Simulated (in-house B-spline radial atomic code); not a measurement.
# Neutral erbium: [Xe] 4f12 6s2

Computed with a radial B-spline atomic code at the basis-set limit: Dirac-Kohn-Sham LC-wPBE, spherical fractional occupations, exact exchange averaged over the configuration, Fermi nucleus of rms radius 5.2516 fm.

Effective charges: Z_r = [3n² - l(l+1)]/(2<r>) from the radius, Z_e = n√(-2ε) from the energy, and Slater's rules. Values are occupation-weighted means over j. An effective charge above Z reflects the relativistic contraction of the inner shells.

```json
{"shell": "1s", "electrons": "2", "ε (eV)": "-57300", "<r> (bohr)": "0.02037", "Z_r": "73.64", "Z_e": "64.90", "Slater": "67.70"}
{"shell": "2s", "electrons": "2", "ε (eV)": "-9625.4", "<r> (bohr)": "0.08589", "Z_r": "69.85", "Z_e": "53.20", "Slater": "63.85"}
{"shell": "2p", "electrons": "6", "ε (eV)": "-8557.2", "<r> (bohr)": "0.07632", "Z_r": "65.51", "Z_e": "50.16", "Slater": "63.85"}
{"shell": "3s", "electrons": "2", "ε (eV)": "-2161", "<r> (bohr)": "0.2248", "Z_r": "60.04", "Z_e": "37.81", "Slater": "56.75"}
{"shell": "3p", "electrons": "6", "ε (eV)": "-1832", "<r> (bohr)": "0.2237", "Z_r": "55.87", "Z_e": "34.81", "Slater": "56.75"}
{"shell": "3d", "electrons": "10", "ε (eV)": "-1399.4", "<r> (bohr)": "0.2038", "Z_r": "51.52", "Z_e": "30.42", "Slater": "46.85"}
{"shell": "4s", "electrons": "2", "ε (eV)": "-430.93", "<r> (bohr)": "0.5082", "Z_r": "47.23", "Z_e": "22.51", "Slater": "40.25"}
{"shell": "4p", "electrons": "6", "ε (eV)": "-321.85", "<r> (bohr)": "0.5382", "Z_r": "42.73", "Z_e": "19.45", "Slater": "40.25"}
{"shell": "4d", "electrons": "10", "ε (eV)": "-170.62", "<r> (bohr)": "0.5846", "Z_r": "35.92", "Z_e": "14.17", "Slater": "28.85"}
{"shell": "5s", "electrons": "2", "ε (eV)": "-57.689", "<r> (bohr)": "1.262", "Z_r": "29.73", "Z_e": "10.30", "Slater": "12.05"}
{"shell": "5p", "electrons": "6", "ε (eV)": "-31.443", "<r> (bohr)": "1.497", "Z_r": "24.38", "Z_e": "7.60", "Slater": "12.05"}
{"shell": "4f", "electrons": "12", "ε (eV)": "-8.1585", "<r> (bohr)": "0.8253", "Z_r": "21.81", "Z_e": "3.10", "Slater": "18.15"}
{"shell": "6s", "electrons": "2", "ε (eV)": "-6.0038", "<r> (bohr)": "4.081", "Z_r": "13.23", "Z_e": "3.99", "Slater": "2.85"}
```

The least bound orbital is 6s1/2 at -6.004 eV, and it is also the most diffuse (<r> = 4.081 bohr). The part-filled 4f shell lies below the filled 6s shell in orbital energy.

Spin-orbit splittings of the orbital energies (j = l + 1/2 above j = l - 1/2 when positive): 2p 916.7 eV, 3p 192.6 eV, 3d 42.08 eV, 4p 43.25 eV, 4d 7.857 eV, 5p 5.46 eV, 4f 1.1 eV.

For the 1s electron the small component carries 6.48 % of the norm, the zero-frequency Breit interaction raises the level by 184.1 eV, self-energy by 112.1 eV, and vacuum polarisation lowers it by 19.4 eV.

The density falls to 0.001 bohr⁻³ at 5.151 bohr; Σ<r²> = 75.81 bohr² gives, by the non-relativistic formula and without the paramagnetism of open shells, a Langevin diamagnetic susceptibility of -60.04×10⁻⁶ cm³/mol.
